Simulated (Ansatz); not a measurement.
This geometry of BFH3NO + BrH (9 atoms, charge 0, multiplicity 1) is a first-order saddle point.

These are results of RKS CAM-B3LYP/def2-SVP in Ansatz, not measurements.

```xyz
9
Properties=species:S:1:pos:R:3
B 0.065 -0.141 0.295
N -0.033 0.109 1.787
H -0.865 -0.282 2.233
H 0.816 -0.124 2.305
O 1.293 -0.319 -0.194
H 1.341 -0.360 -1.157
F -1.058 -0.442 -0.328
Br -0.261 2.694 0.471
H -0.143 1.247 1.670
```

Which two structures does it join? (They come from a converged band through this point; their orientation in space is the band's.)

Bonds broken: Br8–H9. Bonds formed: B1–Br8, N2–H9. BFH3NO + BrH becomes BBrFH4NO.

Initial state:

```xyz
9
Properties=species:S:1:pos:R:3
B 0.132 -0.458 0.281
N -0.016 -0.097 1.644
H -0.885 -0.283 2.131
H 0.796 -0.071 2.249
O 1.355 -0.489 -0.292
H 1.330 -0.681 -1.237
F -0.962 -0.737 -0.437
Br -0.372 3.316 1.308
H -0.222 1.882 1.434
```

Final state:

```xyz
9
Properties=species:S:1:pos:R:3
B 0.047 0.347 0.215
N -0.140 0.143 1.817
H -0.303 -0.847 2.023
H 0.709 0.451 2.295
O 1.131 -0.466 -0.106
H 1.405 -0.361 -1.023
F -1.166 0.041 -0.345
Br 0.401 2.373 0.051
H -0.927 0.701 2.155
```

How far does it lie above each of them?

0.48 eV above the first and 0.70 eV above the second. This is the barrier of this one path; another mechanism may lie lower. The orbitals stay closed-shell, which can raise the energy where a bond breaks towards radicals; this wasn't checked here.

The run took 3 min on 4 threads of Arm Neoverse V1, with other jobs on the host, peak memory 0.32 GiB.
